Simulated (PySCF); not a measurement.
These compounds are isomers of formula C4H4F4O2.

A. SMILES F[C@@H]1CO[C@@H]1OC(F)(F)F
B. `FC(F)O[C@@H]1O[C@@H]1C(F)F`
C. SMILES O(/C(OC)=C\F)C(F)(F)F

Spectrum 1. 1H NMR (300 MHz, computed): δ 6.63 (m, 1H), 6.07 (m, 1H), 4.85 (m, 1H), 2.95 (m, 1H). 13C{1H} NMR (computed): δ 123.8 (CH), 121.9 (CH), 73.1 (CH), 54.6 (CH).

Spectrum 2. 1H NMR (300 MHz, computed): δ 6.09 (m, 1H), 5.53 (m, 1H), 5.23 (m, 1H), 4.96 (m, 1H). 13C{1H} NMR (computed): δ 130.8 (C), 107.3 (CH), 86.8 (CH), 81.0 (CH2).

Spectrum 3. 1H NMR (300 MHz, computed): δ 6.33 (m, 1H), 3.71 (s, 3H). 13C{1H} NMR (computed): δ 159.5 (C), 128.9 (C), 126.4 (CH), 56.1 (CH3).

- shieldings: GIAO PBE0/pcSseg-1
- geometry from GFN2-xTB
- run in PySCF 2.14
- in vacuum, one computed conformer, averaged over atoms made equivalent by symmetry, fast rotation or ring inversion, non-relativistic Hamiltonian

Scale: 1H, 13C against TMS (reference shieldings calculated alike). Splittings of carbon signals by F and P are missing where no couplings were computed. Where no couplings were computed, multiplicities follow the n + 1 count of equivalent neighbours, and m marks all less simple cases (inequivalent or close neighbours, rings, F or P nearby). Shifts are as computed. Against solution values, carbons near 30 ppm lie about +3 ppm off and those near 130 ppm about +5 ppm. Of 1309 compounds with measured shifts, 239 miss one by over three times the rms of a fit or turn the order of signals round; such compounds aren't used in these exercises.

Problem. Match each spectrum to its structure.

Solution. 1–B, 2–A, 3–C.

- Spectrum 1 (B): 4 13C signals; δC 123.8 is an sp3 CH bonded to 2 F and O; δC 121.9 is an sp3 CH bonded to 2 F.
- Spectrum 2 (A): 4 13C signals; δC 130.8 is a CF3 carbon; δC 107.3 is an sp3 carbon bearing two oxygens.
- Spectrum 3 (C): 4 13C signals; δC 159.5 is an alkene carbon bearing oxygen; δC 128.9 is a CF3 carbon.
